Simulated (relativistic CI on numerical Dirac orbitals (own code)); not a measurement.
Computed by Dirac-Coulomb-Breit CI, KLI orbitals optimised for each configuration, a model potential for QED, unscaled Slater integrals (own radial code, finite nucleus).

Configurations in the expansion (outside the closed core [Ar] 3d10): 4s²4p⁶4d¹⁰, 4s²4p⁶4d⁹4f, 4s²4p⁵4d¹⁰4f, 4s4p⁶4d¹⁰4f, 4s²4p⁶4d⁹5s, 4s²4p⁶4d⁹5p, 4s²4p⁶4d⁹5d, 4s²4p⁵4d¹⁰5s, 4s²4p⁶4d⁹5f, 4s²4p⁵4d¹⁰5p, 4s²4p⁶4d⁹5g, 4s²4p⁶4d⁹6s, 4s²4p⁵4d¹⁰5d, 4s²4p⁶4d⁹6p, 4s4p⁶4d¹⁰5s, 4s²4p⁶4d⁹6d, 4s4p⁶4d¹⁰5p, 4p⁶4d¹⁰4f², 4p⁶4d⁹4f³, 4p⁵4d¹⁰4f³, 4p⁶4d⁹4f²5s, 4p⁶4d⁹4f²5p, 4p⁶4d⁹4f²5d. Double excitations out of closed p, d and f shells are left out; levels of such configurations are missing from the list, as are those of other unlisted configurations, and high levels can miss mixing partners. These lack a partner that the ground configuration has and come out too high: 4s²4p⁵4d¹⁰5s, 4s²4p⁶4d⁹5f, 4s²4p⁵4d¹⁰5p, 4s²4p⁶4d⁹5g, 4s²4p⁶4d⁹6s.

At this charge energies of transitions that change n are usually good to better than 1 %, and those within a shell (Δn = 0) to a few per cent.

Outline of the computed level scheme of Au XXXIV. Lowest level of each configuration: 4s²4p⁶4d¹⁰ ¹S0 at 0.000 eV; 4s²4p⁶4d⁹4f ³P°0 at 214.743 eV; 4s²4p⁵4d¹⁰4f ³D1 at 443.312 eV; 4s²4p⁶4d⁹5s ³D3 at 455.108 eV; 4s²4p⁶4d⁹5p ³P°2 at 507.006 eV.

Some strong electric-dipole decays among the lowest 45 levels: 4s²4p⁶4d⁹4f ¹P°1 → 4s²4p⁶4d¹⁰ ¹S0 (7.0e+12 s⁻¹); 4s²4p⁶4d⁹5p ¹P°1 → 4s²4p⁶4d¹⁰ ¹S0 (2.5e+12 s⁻¹); 4s²4p⁵4d¹⁰4f ³G3 → 4s²4p⁶4d⁹4f ³H°4 (2.1e+12 s⁻¹); 4s²4p⁶4d⁹5p ³D°1 → 4s²4p⁶4d¹⁰ ¹S0 (1.5e+12 s⁻¹); 4s²4p⁵4d¹⁰4f ³F2 → 4s²4p⁶4d⁹4f ¹D°2 (1.1e+12 s⁻¹); 4s²4p⁵4d¹⁰4f ³D3 → 4s²4p⁶4d⁹4f ¹F°3 (1.0e+12 s⁻¹); 4s²4p⁵4d¹⁰4f ³G4 → 4s²4p⁶4d⁹4f ³H°5 (9.7e+11 s⁻¹); 4s²4p⁵4d¹⁰4f ³G5 → 4s²4p⁶4d⁹4f ³H°6 (9.4e+11 s⁻¹).

LS names give the leading component of a level, which can be under half, so a name can repeat, a term be missing and a line seem to break the LS rules.
